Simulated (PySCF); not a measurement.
F2HInS, SMILES [In]([F])([F])[SH].

Coordinates come from a B3LYP-D3(BJ)/def2-SVP optimisation. The def2 effective core potentials stand for the cores of In; spin–orbit coupling is left out. One conformer was computed; it need not be the lowest.

Computed with r2SCAN/def2-TZVPD in PySCF.

Computed frontier levels, gap, dipole moment and polarisability:
- highest occupied level = -7.56 eV
- lowest empty level = -3.64 eV
- orbital gap = 3.92 eV
- dipole moment = 2.62 D
- quadrupole, principal values (traceless, Buckingham form, about the centre of nuclear charge) = -7.19, -0.88, 8.07 D·Å
- mean static polarisability = 57.7 bohr³ (8.55 Å³)
- polarisability, principal values = 44.5, 53.4, 75.1 bohr³
